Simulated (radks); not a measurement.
Results of a calculation; reference values are marked as such.
Q: The mean radii <r> (bohr) of the occupied orbitals of an atom or ion are listed with their occupations. Code: a radial shooting solver on a logarithmic mesh with Libxc functionals. Model: scalar-relativistic Kohn-Sham, PBE, spin-polarised, spherical densities, finite nucleus; Fermi nuclear charge, rms radius of each element as measured or else 0.836 A^(1/3) + 0.57 fm.

orbital  occ.      <r>
1s down     1  0.01744
1s up       1  0.01744
2s up       1  0.07362
2s down     1  0.07362
2p up       3  0.06624
2p down     3  0.06624
3s up       1   0.1905
3s down     1   0.1905
3p up       3   0.1913
3p down     3   0.1913
3d up       5   0.1733
3d down     5   0.1733
4s up       1   0.4233
4s down     1   0.4233
4p up       3   0.4504
4p down     3   0.4504
4d up       5   0.4782
4d down     5   0.4780
5s up       1   0.9651
5s down     1   0.9600
4f up       7   0.5329
4f down     7   0.5305
5p up       3    1.095
5p down     3    1.090
5d up       3    1.380

Name the element and its charge. Open shells, if any, are filled with parallel spins first.

A: Z = 77, iridium, charge +6: Ir6+ in [Xe] 4f14 5d3. The 1s radius gives Z: for a bare nucleus <r> = (2 gamma + 1)/(2Z) with gamma = sqrt(1 - (Z/c)^2), 0.01724 bohr for Z = 77, and screening makes it slightly larger (0.01744 here). The occupations add up to 71, and the charge is Z minus that.
